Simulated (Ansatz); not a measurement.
Abridged output of a molecular run in Ansatz:

```
Functional definition: HF
1820 factors; integrals over basis functions are off by at most 1.2e-3 eV
mean field evaluation 1: about -23648.2687 eV, gradient 5.8e1 eV
mean field evaluation 2: about -23648.5926 eV, gradient 5.9e1 eV
mean field evaluation 4: about -23655.0549 eV, gradient 4.3e0 eV
mean field evaluation 8: about -23655.1496 eV, gradient 3.1e-1 eV
mean field evaluation 16: about -23655.1500 eV, gradient 2.2e-6 eV
mean field -23655.15000693 eV, -869.3107287182 hartree, gradient 2.2e-6 eV, S^2 0.000000; 0 other end points of the search recorded, 0 dependent functions left out
14 core orbitals not correlated: weight in the atoms' cores, before any rotation towards them, 1.000 or more for the frozen orbitals, at most 0.000 for the correlated occupied ones
reference -23655.15000693 eV, -869.3107287182 hartree; 19, 19 occupied and 273, 273 virtual orbitals, 1820 factors
second order -31.21807510 eV of doubles, -0.00000000 eV of singles
cycle   1  -31.51668122 eV  change   -3.0e-1 eV  update   1.2e-1
cycle   2  -32.20743890 eV  change   -6.9e-1 eV  update   3.4e-2
cycle   3  -32.37067570 eV  change   -1.6e-1 eV  update   1.7e-2
cycle   4  -32.35346208 eV  change    1.7e-2 eV  update   3.7e-3
cycle   5  -32.35133045 eV  change    2.1e-3 eV  update   1.7e-3
cycle   6  -32.35237131 eV  change   -1.0e-3 eV  update   5.0e-4
cycle   7  -32.35214606 eV  change    2.3e-4 eV  update   1.9e-4
cycle   8  -32.35204074 eV  change    1.1e-4 eV  update   5.6e-5
cycle   9  -32.35205530 eV  change   -1.5e-5 eV  update   2.1e-5
perturbative correction -1.10678668 eV, -0.0406736603 hartree
Total energy: -23688.60884891 eV, -870.5403184817 hartree
```

Its atoms:

Cartesian coordinates in Å:
```
C -1.3248 0.2793 -1.6597
Si -0.2282 -0.6806 -0.5062
O -1.1800 -1.4764 0.5880
Si 1.2299 0.6591 0.7648
O 1.2234 -0.1124 2.2198
F 0.6619 2.1513 0.9438
H -1.8822 1.0481 -1.1213
H -0.7318 0.7645 -2.4394
H -2.0393 -0.3907 -2.1447
H 0.5974 -1.6454 -1.2940
H -0.7917 -1.6106 1.4556
H 2.6294 0.8479 0.2905
H 1.8361 0.1659 2.9028
```

Which basis set was used?
A. def2-SVPD
B. def2-SVP
C. def2-TZVPP
D. cc-pV(D+d)Z

C. It gives 306 functions.

Write the keys of the input that set method, charge and spin (a neutral closed shell needs none for the last two).


```yaml
correlation: {method: ccsd_t}
```
